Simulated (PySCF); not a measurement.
# Electron correlation in S+ (sulfur, charge +1)

[Ne] 3s2 3p3, high-spin 4S determinant. All numbers are calculated (PySCF 2.14, the spin-free X2C one-electron Hamiltonian (Gaussian nucleus), in cc-pVTZ-DK (5s4p2d1f, 34 functions)). Frozen: [Ne]; 5 electrons correlated.

MP2 pair energies summed by pair of shells (mhartree):

| pair | energy | share (%) |
| --- | --- | --- |
| 3s-3p | -59.10 | 65.8 |
| 3p-3p | -20.56 | 22.9 |
| 3s-3s | -10.10 | 11.3 |

Total MP2 correlation energy: -89.76 mhartree.

Same-spin part -24.23 and opposite-spin part -65.53 mhartree; SCS-MP2 scales them by 1/3 and 6/5 to -86.72 mhartree.

```tsv
level	correlation energy (mhartree)
CCSD	-108.79
(T)	-3.44
CCSD(T)	-112.23
```

Diagnostics: T1 = 0.0033, D1 = 0.0082, largest double amplitude 0.061.

Cost of the coupled-cluster step: 0.33 s of wall time on 1 thread of Neoverse-V1 (shared host), for 5 correlated electrons.
